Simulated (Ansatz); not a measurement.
Ansatz (an electronic-structure program) input (wB97X-V/def2-TZVP):

Ansatz 0.2 input:
```yaml
crystal:
  periodic: [false, false, false]
  atoms:
    - {symbol: C, position_ang: [0.74148865, -1.28653962, -0.32335225]}
    - {symbol: Se, position_ang: [-0.21388692, 0.36606753, 0.09144170]}
    - {symbol: H, position_ang: [1.78584965, -1.11162642, -0.05722648]}
    - {symbol: H, position_ang: [0.67976908, -1.50618972, -1.38615624]}
    - {symbol: H, position_ang: [0.35760483, -2.10924229, 0.27447826]}
basis:
  gaussian:
    orbitals: def2-TZVP
hamiltonian:
  xc: {name: wB97X-V}
magnetization: {spin_polarized: true, initial_magnetization: 1}
relax: {f_tol: 0.003, max_steps: 100}
```

End of the output:

```
721 factors; their error is unknown
integrals: 0.07 GiB planned
178 factors; integrals over basis functions are off by at most 1.1e-5 eV
mean field: 0.55 GiB planned
mean field -66428.69502510 eV, -2441.2095151858 hartree, gradient 8.3e-6 eV, S^2 0.753083; 0 other end points of the search recorded, 0 dependent functions left out
the calculation of the forces begins
reference -66428.69502393 eV, -2441.2095151428 hartree; 22, 21 occupied and 75, 76 virtual orbitals, 721 factors
relax step   2: F+E_penalty+E_count = -66428.69502510 eV  Δ(F+E_penalty+E_count) = -3.618e-3 eV  max|allowed force component| = 1.537e-1 eV/Å  Δτ_max = 0.0121 Å  (49 SCF iters, accepted)
these checks for a lower state are left out or cut short: starts, cluster_reference, orbital_swaps, neighbouring_geometries, increment
integrals: 0.04 GiB planned
721 factors; their error is unknown
integrals: 0.07 GiB planned
178 factors; integrals over basis functions are off by at most 1.1e-5 eV
mean field: 0.55 GiB planned
mean field -66428.69562626 eV, -2441.2095372778 hartree, gradient 6.9e-6 eV, S^2 0.753082; 0 other end points of the search recorded, 0 dependent functions left out
the calculation of the forces begins
reference -66428.69562509 eV, -2441.2095372349 hartree; 22, 21 occupied and 75, 76 virtual orbitals, 721 factors
relax step   3: F+E_penalty+E_count = -66428.69562626 eV  Δ(F+E_penalty+E_count) = -6.012e-4 eV  max|allowed force component| = 1.987e-2 eV/Å  Δτ_max = 0.0043 Å  (49 SCF iters, accepted)
these checks for a lower state are left out or cut short: starts, cluster_reference, orbital_swaps, neighbouring_geometries, increment
integrals: 0.04 GiB planned
721 factors; their error is unknown
integrals: 0.07 GiB planned
178 factors; integrals over basis functions are off by at most 1.1e-5 eV
mean field: 0.55 GiB planned
mean field evaluation 64: about -66428.6956 eV, gradient 1.1e-4 eV
mean field -66428.69564660 eV, -2441.2095380255 hartree, gradient 7.1e-6 eV, S^2 0.753083; 0 other end points of the search recorded, 0 dependent functions left out
the calculation of the forces begins
reference -66428.69564543 eV, -2441.2095379825 hartree; 22, 21 occupied and 75, 76 virtual orbitals, 721 factors
relax step   4: F+E_penalty+E_count = -66428.69564660 eV  Δ(F+E_penalty+E_count) = -2.035e-5 eV  max|allowed force component| = 1.027e-3 eV/Å  Δτ_max = 0.0010 Å  (50 SCF iters, accepted)
integrals: 0.04 GiB planned
721 factors; their error is unknown
integrals: 0.07 GiB planned
178 factors; integrals over basis functions are off by at most 1.1e-5 eV
mean field: 0.55 GiB planned
mean field evaluation 96: about -66428.6956 eV, gradient 1.8e-3 eV
mean field -66428.69564660 eV, -2441.2095380255 hartree, gradient 7.2e-6 eV, S^2 0.753083; 2 other end points of the search recorded, 0 dependent functions left out
the calculation of the forces begins
reference -66428.69564543 eV, -2441.2095379825 hartree; 22, 21 occupied and 75, 76 virtual orbitals, 721 factors
Total energy: -66428.69564543 eV, -2441.2095379825 hartree
Atom 0 at     0.737245    -1.280074    -0.321828 Å, force    -0.001027    -0.000419    -0.000351 eV/Å
Atom 1 at    -0.206697     0.354450     0.088618 Å, force    -0.000169     0.000453     0.000132 eV/Å
Atom 2 at     1.784921    -1.109399    -0.056598 Å, force     0.000378    -0.000175     0.000010 eV/Å
Atom 3 at     0.678866    -1.504531    -1.386363 Å, force     0.000411     0.000076     0.000090 eV/Å
Atom 4 at     0.356491    -2.107978     0.275356 Å, force     0.000406     0.000065     0.000120 eV/Å
Dipole moment:     0.167982    -0.271313    -0.065938 e Å
```

It need not be the lowest isomer of its formula.
